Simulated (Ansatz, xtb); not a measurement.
**Relative energy of two isomers of FGaH6Si2**

Structure X: `F[SiH2][GaH][SiH3]`, a singlet. Structure Y: `F[SiH2][SiH2][GaH2]`, a singlet. Both are isolated molecules in the gas phase, relaxed with PBE0-D3(BJ)/pcseg-1; the shapes shown needn't be the lowest conformers.

X (Å):

```xyz
10

F    -2.3232    2.1220   -0.3434
Ga    0.6347    0.4600   -0.5785
Si   -1.3561    1.1674    0.5822
Si    2.2362   -0.9601    0.5396
H    -2.1764   -0.0091    1.0063
H    -1.0120    1.9494    1.8097
H     0.9122    0.9027   -2.0588
H     1.8626   -1.2556    1.9565
H     3.5863   -0.3150    0.5415
H     2.3515   -2.2627   -0.1882
```

Y (Å):

```yaml
atoms:
  - { symbol: F, position_ang: [-1.4604, -2.0350, -1.8954] }
  - { symbol: Ga, position_ang: [-1.8711, -0.6851, 0.0884] }
  - { symbol: Si, position_ang: [0.2296, -1.9512, -2.0014] }
  - { symbol: Si, position_ang: [0.5433, -0.6053, -0.1215] }
  - { symbol: H, position_ang: [0.5083, -1.3759, -3.3467] }
  - { symbol: H, position_ang: [0.6944, -3.3654, -1.9534] }
  - { symbol: H, position_ang: [1.3709, -1.3036, 0.9063] }
  - { symbol: H, position_ang: [1.1836, 0.6919, -0.4908] }
  - { symbol: H, position_ang: [-2.7210, 0.4350, -0.5970] }
  - { symbol: H, position_ang: [-2.5105, -1.8063, 0.9719] }
```

Task: Estimate E(Y) − E(X) at the level CCSD(T)/def2-SVP + ΔMP2/def2-TZVPP.

Result: Not settled: CCSD(T)/def2-SVP + ΔMP2/def2-TZVPP gives E(Y) − E(X) = +6.06 kJ/mol, but this leans on the basis-set step: CCSD(T) alone gives −8.81 kJ/mol.

The same difference at several levels:

| level | geometry | E(Y) − E(X) (kJ/mol) | departure from the last row (kJ/mol) | job, with rough time for the two |
| --- | --- | --- | --- | --- |
| PBE0-D3(BJ)/pcseg-1 | PBE0-D3(BJ)/pcseg-1 | −4.19 | −10.25 | optimisation, 28 s |
| HF/def2-SVP | PBE0-D3(BJ)/pcseg-1 | +4.60 | −1.46 | part of the CCSD(T) run |
| MP2/def2-SVP | PBE0-D3(BJ)/pcseg-1 | −10.01 | −16.07 | part of the CCSD(T) run |
| CCSD(T)/def2-SVP | PBE0-D3(BJ)/pcseg-1 | −8.81 | −14.87 | single point |
| CCSD(T)/def2-SVP + ΔMP2/def2-TZVPP | PBE0-D3(BJ)/pcseg-1 | +6.06 |  | single point, 19 s |

As drawn, Y has 1 Si–Si, 1 Ga–H in place of 1 Ga–Si, 1 Si–H.

PBE0-D3(BJ)/pcseg-1, MP2/def2-SVP, CCSD(T)/def2-SVP put the two in the other order. The largest departure from CCSD(T)/def2-SVP + ΔMP2/def2-TZVPP is that of MP2/def2-SVP, 16.07 kJ/mol. Levels run at GFN2-xTB geometries aren't shown. The last row adds to CCSD(T) the change of the MP2 difference between the two basis sets, here +14.87 kJ/mol, a large step that makes the value less sure.

With harmonic frequencies from PBE0-D3(BJ)/pcseg-1 (ideal gas, rigid rotor, one conformer each, 298.15 K, 1 atm): on the last row, ΔE + ΔZPE = +6.28 kJ/mol. A mode under 50 cm⁻¹ makes harmonic enthalpies and free energies unreliable, so none is given.

The correlated steps freeze 20 core orbitals; the filled d shell of Ga is correlated, in a basis made for valence electrons. Run with Ansatz 0.2.0; the last row on 2 threads of Intel(R) Xeon(R) 6975P-C (Granite Rapids) on a shared host.
